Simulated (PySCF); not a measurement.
From a raw peak list to a structure

Formula C₅H₄F₂N₂. The spectrum was simulated from the full spin Hamiltonian at 500 MHz with 1.2 Hz Lorentzian lines, from shifts rounded to 0.01 ppm and J to 0.1 Hz, couplings under 1 Hz left out.

Maxima in ppm (height), grouped by integral:
1H: 7.290 (15), 7.272 (16), 7.268 (16), 7.250 (15)
3H: 2.971 (100), 2.969 (100)

$^{13}$C{$^{1}$H} NMR (computed): δ 165.6 (C, dd, J = 305.2, 2.1 Hz), 164.7 (C, d, J = 4.2 Hz), 159.8 (C, dd, J = 358.9, 21.7 Hz), 120.9 (CH, dd, J = 4.1, 2.0 Hz), 24.4 (CH3).

Level of theory: GIAO PBE0/pcSseg-1 shieldings, geometry: GFN2-xTB, J couplings at B3LYP/pcJ-1 (spin–dipole term only in couplings to heteroatoms), in PySCF 2.14 (one averaged value for each set of equivalent atoms, one conformer, isolated molecule, non-relativistic).

References, each an isolated molecule treated in the same way: $^{1}$H and $^{13}$C vs TMS.

Problem. Analyse the multiplets.

Solution. $^{1}$H NMR (500 MHz, computed): δ 7.27 (dd, J = 11.3, 8.8 Hz, 1H), 2.97 (d, J = 1.5 Hz, 3H). These are first-order names from the parameters used; overlap and second-order distortion can hide them in the list.

Problem. What is the compound?

Solution. `FC1=C(F)N=NC(C)=C1`.

Atoms are numbered as in `[CH3:1][c:2]1[cH:3][c:4]([F:5])[c:6]([F:7])[n:8][n:9]1`. Each H is labelled by its parent atom.

δ 7.27: H(C3), hydrogen on an aromatic CH, coupled to F5 (11.3 Hz), F7 (8.8 Hz). δ 2.97: H(C1), hydrogen on a methyl carbon on an aromatic ring, coupled to F7 (1.5 Hz).

The shifts were computed for this structure.

C–F couplings over four or more bonds (about 3 Hz to the para carbon of a fluoroarene) are left out. Common functionals overestimate the size of one-bond C–F couplings by tens of Hz; these are unscaled. Multiplet labels drop couplings under 1 Hz and merge nearly equal ones. Shifts are as computed. Against solution values, carbons near 30 ppm lie about +3 ppm off and those near 130 ppm about +5 ppm. Of 1211 compounds with measured shifts, 218 miss one by over three times the rms of a fit or turn the order of signals round; such compounds aren't used in these exercises.
